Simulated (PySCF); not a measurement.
## Excitation energy of Kr²⁺ by level of theory

Kr²⁺ [Ar] 3d10 4s2 4p4 (3P) → Kr²⁺ [Ar] 3d10 4s2 4p3 4d1 (5D), as a difference of total energies. All numbers are calculated (PySCF 2.14, scalar relativity through the core potential, in aug-cc-pwCVTZ-PP with ECP10MDF). Correlated levels: valence: 3s2 3p6 3d10 frozen; valence and next inner shell: nothing frozen outside the core potential. The calculations carry no spin-orbit coupling.

| method | excitation energy (cm⁻¹) |
| --- | --- |
| UHF | 129210 |
| LDA | 134430 |
| PBE | 131330 |
| PBE0 | 132280 |
| r2SCAN | 134610 |
| PW91 | 131800 |
| MN15 | 127830 |
| BP86 | 132970 |
| M06 | 133830 |
| MP2 (valence) | 133440 |
| SCS-MP2 (valence) | 134840 |
| MP2 (valence and next inner shell) | 135120 |
| SCS-MP2 (valence and next inner shell) | 136020 |

The promoted electron is Rydberg-like, and one or two diffuse shells describe it only roughly, which tends to raise the upper state.
